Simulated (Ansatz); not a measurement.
Reaction (ligand exchange at the Si–N bond): `C=N[Si](N)(N)F` + HCl → `N[Si](N)(F)Cl` + `C=N`

Computed with Ansatz on PBE0-D4/def2-TZVP structures; ΔE is electronic, products minus reactants. CCSD(T)/CBS adds triple-zeta CCSD(T) − MP2 to the extrapolated MP2 energy (def2 sets, frozen cores). This one scheme is used for every species. Functionals use def2-TZVPP. B3LYP here is the variant with VWN-RPA as its local correlation; programs differ in this. Each species was taken in one conformer, which may not be the lowest.

(1) Is it downhill or uphill in electronic energy at CCSD(T)/CBS, and by how much? (Best estimate.)

(2) What do these levels give: PBE-D4, B3LYP-D4, B2PLYP, r2SCAN, CCSD/def2-TZVPP, HF/def2-QZVPP? (Best estimate.)

Largest T1 diagnostic among the species: 0.012.

Answers

(1) Computed: Downhill: ΔE = -58.1 kJ/mol.

(2) The calculation gave: PBE-D4 -60.0, B3LYP-D4 -55.6, B2PLYP -57.8, r2SCAN -60.9, CCSD/def2-TZVPP -56.0, HF/def2-QZVPP -58.3 kJ/mol.
